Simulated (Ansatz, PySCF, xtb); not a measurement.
Potential energy curve for SMILES [F][Ti]([F])[F] (F3Ti), doublet. The Ti1–F4 bond (Ti1 also carries F, F; F4 carries nothing else) is varied alone, starting from the PBE0/def2-TZVP optimised geometry.

- UKS-B3LYP/6-31G* = unrestricted B3LYP/6-31G*, spherical d run with PySCF
- UKS-LDA (SVWN5)/6-31G* = unrestricted LDA (SVWN5)/6-31G*, spherical d run with PySCF 2.14.0
- GFN1-xTB (xtb)
- UKS-PBE0 = Ansatz (a quantum-chemistry and plane-wave program) with unrestricted PBE0/def2-TZVP

Energies relative to the lowest point of each curve near equilibrium, in kJ/mol; the last columns give the difference from UKS-PBE0:

| R / Å | UKS-B3LYP/6-31G* | UKS-LDA (SVWN5)/6-31G* | GFN1-xTB | UKS-PBE0 | UKS-B3LYP/6-31G* − UKS-PBE0 | UKS-LDA (SVWN5)/6-31G* − UKS-PBE0 | GFN1-xTB − UKS-PBE0 |
|---|---|---|---|---|---|---|---|
| 1.47 | 206.6 | 170.2 | 61.6 | 205.4 | 1.2 | -35.2 | -143.8 |
| 1.54 | 103.5 | 78.5 | 20.6 | 105.3 | -1.8 | -26.8 | -84.6 |
| 1.65 | 20.6 | 10.6 | 0.0 | 23.2 | -2.6 | -12.6 | -23.2 |
| 1.73 | 1.1 | 0.0 | 3.3 | 2.2 | -1.1 | -2.2 | 1.1 |
| 1.77 | 0.0 | 2.7 | 8.3 | 0.0 | 0.0 | 2.7 | 8.3 |
| 1.82 | 4.6 | 11.6 | 16.5 | 3.0 | 1.5 | 8.6 | 13.4 |
| 1.89 | 19.3 | 31.4 | 30.7 | 15.5 | 3.8 | 16.0 | 15.2 |
| 1.98 | 47.5 | 65.0 | 51.7 | 40.8 | 6.7 | 24.2 | 10.9 |
| 2.12 | 102.6 | 126.0 | 87.9 | 91.4 | 11.2 | 34.5 | -3.6 |
| 2.35 | 201.6 | 230.3 | 150.7 | 182.4 | 19.2 | 47.9 | -31.7 |
| 2.59 | 299.4 | 329.7 | 214.7 | 271.5 | 27.9 | 58.1 | -56.9 |
| 2.92 | 412.1 | 440.5 | 289.9 | 375.6 | 36.4 | 64.8 | -85.8 |
| 3.27 | 491.9 | 524.9 | 351.1 | 455.7 | 36.1 | 69.2 | -104.7 |
| 3.73 | 549.5 | 594.2 | 405.0 | 517.2 | 32.3 | 77.0 | -112.2 |
| 4.31 | 582.1 | 639.1 | 440.8 | 554.2 | 27.9 | 84.9 | -113.4 |
| 5.16 | 603.7 | 667.0 | — | 576.9 | 26.8 | 90.2 | — |

UKS-B3LYP/6-31G* is furthest from UKS-PBE0 at 2.92 (36.4 kJ/mol, above); its mean absolute difference over the points is 14.8 kJ/mol.

UKS-LDA (SVWN5)/6-31G* is furthest from UKS-PBE0 at 5.16 (90.2 kJ/mol, above); its mean absolute difference over the points is 40.9 kJ/mol.

GFN1-xTB is furthest from UKS-PBE0 at 1.47 (-143.8 kJ/mol, below); its mean absolute difference over the points is 53.9 kJ/mol.

Dashes: no converged value, or the column stops at the first point that the program doubted or that broke a chosen test of continuity, which isn't proof of a fault.

The unrestricted determinant behind UKS-B3LYP/6-31G*, UKS-PBE0 is spin-contaminated at 3.27 to 5.16 Å (<S²> up to 1.5, against 0.75 for a pure doublet). The unrestricted determinant behind UKS-LDA (SVWN5)/6-31G* is spin-contaminated at 2.92 to 5.16 Å (<S²> up to 1.4, against 0.75 for a pure doublet).
